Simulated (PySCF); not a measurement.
**How methods differ on the excitation energy of Si**

Si [Ne] 3s2 3p2 (3P) → Si [Ne] 3s1 3p2 3d1 (high-spin determinant), as a difference of total energies. Computed with PySCF 2.14 in aug-cc-pwCVTZ (8s7p5d3f, 75 functions), with the non-relativistic Hamiltonian (point nucleus). Correlated levels: nothing frozen. The calculations carry no spin-orbit coupling.

```
                 method  excitation energy (eV)
                    UHF                  10.218
    MP2 (all electrons)                  11.436
SCS-MP2 (all electrons)                  11.816
   CCSD (all electrons)                  11.446
CCSD(T) (all electrons)                  11.428
```

How much does correlation contribute at CCSD(T) (all electrons)?

11.428 − (10.218) = 1.210 eV, measured against UHF.

The upper state lies above the first ionisation limit, but in LS coupling its spin forbids autoionisation to the ground ion.

The promoted electron is Rydberg-like, and one or two diffuse shells describe it only roughly, which tends to raise the upper state.

The coupled-cluster amplitudes are large for the upper state (T1 above 0.03 or a double amplitude above 0.15), so a single reference is strained.

The determinant of the upper state mixes LS terms, which raises its energy above the lowest term, most at the Hartree-Fock and MP2 levels.
